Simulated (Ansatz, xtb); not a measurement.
Relative energy of two isomers of C4H7BN2Si

Structure a is `Bc1ccnc([SiH3])n1`, a singlet and structure b is `Bc1cnc([SiH3])nc1`, a singlet. Both are isolated molecules in the gas phase, relaxed with B3LYP-D3(BJ)/def2-SVP; the shapes shown needn't be the lowest conformers.

a (Å):

```yaml
atoms:
  - { symbol: C, position_ang: [-0.6910, 0.4539, -1.6446] }
  - { symbol: C, position_ang: [-1.8053, 0.0127, -0.9120] }
  - { symbol: C, position_ang: [-1.7762, 0.1643, 0.4786] }
  - { symbol: C, position_ang: [0.3004, 1.1213, 0.3338] }
  - { symbol: B, position_ang: [-0.6206, 0.3215, -3.1998] }
  - { symbol: N, position_ang: [-0.7362, 0.7119, 1.0990] }
  - { symbol: N, position_ang: [0.3633, 1.0118, -0.9953] }
  - { symbol: Si, position_ang: [1.7749, 1.8795, 1.2706] }
  - { symbol: H, position_ang: [-1.5528, -0.1648, -3.7913] }
  - { symbol: H, position_ang: [0.3538, 0.6992, -3.7923] }
  - { symbol: H, position_ang: [-2.6645, -0.4362, -1.4148] }
  - { symbol: H, position_ang: [-2.6148, -0.1654, 1.1041] }
  - { symbol: H, position_ang: [1.2753, 2.9189, 2.2139] }
  - { symbol: H, position_ang: [2.7367, 2.4799, 0.3082] }
  - { symbol: H, position_ang: [2.4500, 0.8038, 2.0528] }
```

b (Å):

```yaml
atoms:
  - { symbol: C, position_ang: [-1.4575, 1.2954, -1.1935] }
  - { symbol: C, position_ang: [-0.5491, 0.3794, -1.7656] }
  - { symbol: C, position_ang: [0.7583, 0.4106, 0.1046] }
  - { symbol: C, position_ang: [-1.1215, 1.7042, 0.1148] }
  - { symbol: B, position_ang: [-2.7107, 1.8022, -1.9318] }
  - { symbol: N, position_ang: [0.5388, -0.0597, -1.1374] }
  - { symbol: N, position_ang: [-0.0383, 1.2761, 0.7587] }
  - { symbol: Si, position_ang: [2.2896, -0.2460, 1.0309] }
  - { symbol: H, position_ang: [-2.9493, 1.4177, -3.0495] }
  - { symbol: H, position_ang: [-3.4537, 2.5840, -1.3926] }
  - { symbol: H, position_ang: [-0.7241, -0.0069, -2.7776] }
  - { symbol: H, position_ang: [1.8924, -1.4857, 1.7596] }
  - { symbol: H, position_ang: [2.7593, 0.7731, 2.0074] }
  - { symbol: H, position_ang: [3.3640, -0.5697, 0.0543] }
  - { symbol: H, position_ang: [-1.7681, 2.4094, 0.6520] }
```

Quicker runs give these differences E(b) − E(a): GFN2-xTB −0.173 eV; HF/STO-3G −0.171 eV (at GFN2-xTB geometries); r2SCAN-D4/def2-SVP −0.247 eV (at GFN2-xTB geometries).

Estimate E(b) − E(a) at the level CCSD(T)/def2-SVP + ΔMP2/def2-TZVPP.

Calculated at CCSD(T)/def2-SVP + ΔMP2/def2-TZVPP: E(b) − E(a) = −0.222 eV, so structure b lies lower.

How the difference moves with the method:

```json
{"level": "GFN2-xTB", "geometry": "GFN2-xTB", "E(b) − E(a) (eV)": "−0.173", "departure from the last row (eV)": "+0.049", "job, with rough time for the two": "optimisation, 0.16 s"}
{"level": "HF/STO-3G", "geometry": "GFN2-xTB", "E(b) − E(a) (eV)": "−0.171", "departure from the last row (eV)": "+0.051", "job, with rough time for the two": "single point, 0.6 s"}
{"level": "r2SCAN-D4/def2-SVP", "geometry": "GFN2-xTB", "E(b) − E(a) (eV)": "−0.247", "departure from the last row (eV)": "−0.024", "job, with rough time for the two": "single point, 5 s"}
{"level": "B3LYP-D3(BJ)/def2-SVP", "geometry": "B3LYP-D3(BJ)/def2-SVP", "E(b) − E(a) (eV)": "−0.240", "departure from the last row (eV)": "−0.018", "job, with rough time for the two": "optimisation, 1.9 min"}
{"level": "HF/def2-SVP", "geometry": "B3LYP-D3(BJ)/def2-SVP", "E(b) − E(a) (eV)": "−0.314", "departure from the last row (eV)": "−0.092", "job, with rough time for the two": "part of the CCSD(T) run"}
{"level": "MP2/def2-SVP", "geometry": "B3LYP-D3(BJ)/def2-SVP", "E(b) − E(a) (eV)": "−0.180", "departure from the last row (eV)": "+0.042", "job, with rough time for the two": "part of the CCSD(T) run"}
{"level": "CCSD(T)/def2-SVP", "geometry": "B3LYP-D3(BJ)/def2-SVP", "E(b) − E(a) (eV)": "−0.221", "departure from the last row (eV)": "+0.002", "job, with rough time for the two": "single point"}
{"level": "CCSD(T)/def2-SVP + ΔMP2/def2-TZVPP", "geometry": "B3LYP-D3(BJ)/def2-SVP", "E(b) − E(a) (eV)": "−0.222", "departure from the last row (eV)": "", "job, with rough time for the two": "single point, 79 s"}
```

As drawn, both hold the same kinds of bond in the same numbers.

None of the levels shown reverses the order. The largest departure from CCSD(T)/def2-SVP + ΔMP2/def2-TZVPP is that of HF/def2-SVP, 0.092 eV. A small imaginary or near-zero mode remains, so no thermal terms are given. The last row adds to CCSD(T) the change of the MP2 difference between the two basis sets, here −0.002 eV.

The correlated steps freeze 12 core orbitals. Programs: Ansatz 0.2.0, xtb 6.7.1; the last row on 2 threads of Intel(R) Xeon(R) 6975P-C (Granite Rapids) on a shared host.
